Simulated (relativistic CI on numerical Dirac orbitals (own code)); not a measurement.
## Line list: Electric-dipole lines, Tc XXII

These numbers are calculated, not measured: Dirac-Coulomb-Breit CI, separate exchange-only KLI orbitals for each configuration, a model potential for QED, unscaled Slater integrals (own radial code, finite nucleus).

Configuration list (outside the closed core [Ne]): 3s2 3p6 3d4, 3s2 3p5 3d5, 3s 3p6 3d5, 3s2 3p6 3d3 4s, 3s2 3p6 3d3 4p, 3s2 3p6 3d3 4d, 3s2 3p6 3d3 4f, 3s2 3p5 3d4 4s, 3s2 3p5 3d4 4p, 3s2 3p6 3d2 4s 4p, 3s2 3p6 3d3 5s, 3s 3p6 3d4 4s, 3s2 3p6 3d3 5p, 3s2 3p6 3d3 5d, 3s2 3p6 3d2 4p 4d, 3s2 3p6 3d3 5g, 3s 3p6 3d4 4d, 3s2 3p6 3d3 6s, 3p6 3d6, 3p5 3d7, 3s2 3p6 3d2 4s2, 3s2 3p6 3d 4s2 4p, 3s2 3p6 3d 4s2 4d, 3s2 3p6 3d 4s2 4f, 3s2 3p6 3d2 4p2, 3s2 3p6 3d 4s 4p2, 3s2 3p6 3d 4p3, 3s2 3p6 3d 4p2 4d, 3s2 3p6 3d 4p2 4f, 3s2 3p6 3d2 4s 4d, 3s2 3p6 3d 4s 4p 4d, 3s2 3p6 3d 4s 4d2, 3s2 3p6 3d 4s 4d 4f, 3p6 3d5 4s, 3p5 3d6 4s, 3s2 3p6 3d2 4d2, 3s2 3p6 3d 4p 4d2, 3s2 3p6 3d 4d3, 3s2 3p6 3d 4d2 4f, 3p6 3d5 4d, 3p5 3d6 4d, 3s 3p6 3d3 4s2, 3s 3p6 3d2 4s2 4p, 3s 3p6 3d2 4s2 4d, 3s 3p6 3d2 4s2 4f. Double excitations out of closed p, d and f shells are left out; levels of such configurations are missing from the list, as are those of other unlisted configurations, and high levels can miss mixing partners. These lack a partner that the ground configuration has and come out too high: 3s2 3p5 3d4 4p.

| λ vac (Å) | Lower | Upper | A (s⁻¹) | gf | Branching (%) |
| --- | --- | --- | --- | --- | --- |
| 60.691 | 3s2 3p6 3d4 3H_5 [9] | 3s2 3p5 3d5 3F°_4 [232] | 2.87e+11 | 1.43e+00 | 25.0 |
| 62.172 | 3s2 3p6 3d4 3H_6 [12] | 3s2 3p5 3d5 3G°_5 [227] | 1.04e+12 | 6.64e+00 | 76.5 |
| 62.479 | 3s2 3p6 3d4 1I_6 [20] | 3s2 3p5 3d5 1H°_5 [235] | 1.21e+12 | 7.80e+00 | 87.6 |
| 63.002 | 3s2 3p6 3d4 3G_4 [13] | 3s2 3p5 3d5 3G°_3 [226] | 3.92e+11 | 1.63e+00 | 39.0 |
| 63.096 | 3s2 3p6 3d4 3H_4 [7] | 3s2 3p5 3d5 3D°_3 [216] | 3.69e+11 | 1.54e+00 | 42.9 |
| 63.161 | 3s2 3p6 3d4 3G_5 [18] | 3s2 3p5 3d5 3G°_4 [229] | 8.10e+11 | 4.36e+00 | 70.3 |
| 63.197 | 3s2 3p6 3d4 1G_4 [32] | 3s2 3p5 3d5 1F°_3 [246] | 9.20e+11 | 3.85e+00 | 68.2 |
| 63.220 | 3s2 3p6 3d4 3H_5 [9] | 3s2 3p5 3d5 3G°_4 [221] | 2.39e+11 | 1.29e+00 | 34.5 |
| 63.778 | 3s2 3p6 3d4 5D_4 [5] | 3s2 3p5 3d5 5P°_3 [203] | 3.39e+11 | 1.45e+00 | 48.4 |
| 63.910 | 3s2 3p6 3d4 1G_4 [22] | 3s2 3p5 3d5 1F°_3 [231] | 6.15e+11 | 2.64e+00 | 62.2 |
| 65.327 | 3s2 3p6 3d4 5D_2 [3] | 3s2 3p5 3d5 5P°_2 [185] | 3.00e+11 | 9.59e-01 | 34.7 |
| 65.792 | 3s2 3p6 3d4 5D_3 [4] | 3s2 3p5 3d5 5P°_2 [185] | 4.35e+11 | 1.41e+00 | 50.4 |
| 66.153 | 3s2 3p6 3d4 1G_4 [32] | 3s2 3p5 3d5 3F°_4 [241] | 5.52e+11 | 3.26e+00 | 60.3 |
| 66.512 | 3s2 3p6 3d4 1I_6 [20] | 3s2 3p5 3d5 1I°_6 [214] | 6.70e+11 | 5.78e+00 | 90.6 |
| 68.194 | 3s2 3p6 3d4 3H_6 [12] | 3s2 3p5 3d5 3H°_6 [194] | 5.58e+11 | 5.06e+00 | 87.8 |
| 68.596 | 3s2 3p6 3d4 3H_5 [9] | 3s2 3p5 3d5 3G°_5 [187] | 2.89e+11 | 2.24e+00 | 63.0 |
| 71.465 | 3s2 3p6 3d4 3H_4 [7] | 3s2 3p5 3d5 3F°_4 [162] | 1.61e+11 | 1.11e+00 | 58.2 |
| 72.540 | 3s2 3p6 3d4 3H_4 [7] | 3s2 3p5 3d5 3G°_4 [153] | 1.59e+11 | 1.13e+00 | 60.4 |
| 73.234 | 3s2 3p6 3d4 5D_3 [4] | 3s2 3p5 3d5 5F°_4 [131] | 1.21e+11 | 8.77e-01 | 55.7 |
| 74.124 | 3s2 3p6 3d4 5D_4 [5] | 3s2 3p5 3d5 3G°_5 [125] | 1.27e+11 | 1.15e+00 | 75.4 |

Terms are leading LS components. Brackets give the number of a level in order of energy, since labels repeat. The list gives strong lines, with weight on those to low levels, without lines whose two gauges differ by over a factor of 2.5, among the lowest 400 of 10077 levels, so that lines to higher ones, which can be the strongest, are missing. Levels whose partners in the same complex of configurations lie outside the list can be far off, and so can their lines. Rates are taken at the computed energies, electric ones in the length gauge.

At this charge energies of transitions that change n are usually good to better than 1 %, and those within a shell (Δn = 0) to a few per cent. Terms inside the open d or f shell come out 10 to 20 % too wide with unscaled integrals.

LS names give the leading component of a level, which can be under half, so a name can repeat, a term be missing and a line seem to break the LS rules.
